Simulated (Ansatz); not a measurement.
`[CH3][GeH]([F])[SH]` + HBr → `[CH3][GeH]([F])[Br]` + H₂S  (ligand exchange at a Ge–S bond)

Program: Ansatz. Geometries: PBE0-D4/def2-TZVP. ΔE: electronic, gas phase. CBS: MP2 limit from def2 TZ/QZ plus the TZ coupled-cluster correction, frozen cores. This one scheme is used for every species. Functionals use def2-TZVPP. HSE06 is defined as in plane-wave codes. For Br, Ge outer-core shells are correlated without core-valence functions, which leaves a few kJ/mol of doubt a bond. Scalar relativity is left out up to krypton. Each species was taken in one conformer, which may not be the lowest.

**Question.** Is it downhill or uphill in electronic energy at CCSD(T)/CBS, and by how much? (An estimate is asked.)

**Answer.** Computed: Downhill: ΔE = -0.36 eV.

**Question.** What do these levels give: PBE-D4, B97M-V, r2SCANh-D4, HSE06-D4, r2SCAN, r2SCAN0, HSE06, RPA@PBE/def2-TZVPP, HF/def2-TZVPP, SCS-MP2/def2-TZVPP, CCSD/def2-TZVPP, MP2/def2-QZVPP? (Estimate.)

**Answer.** Computed: PBE-D4 -0.33, B97M-V -0.35, r2SCANh-D4 -0.37, HSE06-D4 -0.36, r2SCAN -0.37, r2SCAN0 -0.38, HSE06 -0.36, RPA@PBE/def2-TZVPP -0.35, HF/def2-TZVPP -0.48, SCS-MP2/def2-TZVPP -0.38, CCSD/def2-TZVPP -0.37, MP2/def2-QZVPP -0.37 eV.

Largest T1 diagnostic among the species: 0.011.

Leaving LDA and LC-ωPBE aside and taking each functional with its dispersion term where it has one, the values, not all of them listed here, spread over 0.09 eV, from BHLYP-D4 to revPBE-D4. LDA lies +0.03 eV from PBE without D4. From BLYP to BHLYP (50 % exact exchange), in def2-TZVPP and without D4, ΔE moves by −0.05 eV. In def2-TZVPP, CCSD(T) changes the Hartree–Fock value by +0.12 eV (the triples alone add +0.02 eV) and MP2 by +0.12 eV.
